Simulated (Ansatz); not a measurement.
# Relaxing a trial structure of CH3AlGaSi

The starting geometry of this gas-phase doublet was optimised with GFN2-xTB.

```xyz
7

C    -0.7115    0.2025    1.0087
Al   -0.4840   -1.6852    0.2331
Ga   -0.7180   -3.3540    2.2870
Si   -0.9483   -0.6841    2.6880
H    -1.6474    0.6797    0.6794
H     0.0594    0.9828    1.0351
H     0.9956   -2.1268    1.8390
```

**Question.** Where would you expect an optimisation with PBE-D3(BJ)/def2-SVP to take it?

**Answer.** A new bond forms, giving a structure given below by its coordinates. Contacts that close: Si4–H7 (2.57 → 1.64 Å).

The energy falls by 0.79 eV over 15 steps:

| step | E − E(last) (eV) |
| --- | --- |
| 1 | 0.794 |
| 3 | 0.223 |
| 4 | 0.088 |
| 6 | 0.020 |
| 7 | 0.011 |
| 9 | 0.001 |
| 10 | 0.001 |
| 12 | 0.000 |
| 13 | 0.000 |
| 15 | 0.000 |

Final geometry (Å):

```yaml
atoms:
  - { symbol: C, position_ang: [-0.7216, 0.0977, 1.0148] }
  - { symbol: Al, position_ang: [-0.4752, -1.6341, -0.0072] }
  - { symbol: Ga, position_ang: [-0.7092, -3.3234, 2.1195] }
  - { symbol: Si, position_ang: [-0.6922, -0.8548, 2.6684] }
  - { symbol: H, position_ang: [-1.6691, 0.6526, 0.8545] }
  - { symbol: H, position_ang: [0.1477, 0.7718, 0.8484] }
  - { symbol: H, position_ang: [0.6652, -1.6951, 2.2720] }
```

Frequencies at the end are all real (lowest 91 cm⁻¹). Open shells are spin-unrestricted. Run with Ansatz 0.2.0, 66 s on 2 threads of Intel(R) Xeon(R) Platinum 8375C CPU @ 2.90GHz (Ice Lake), on a shared host.
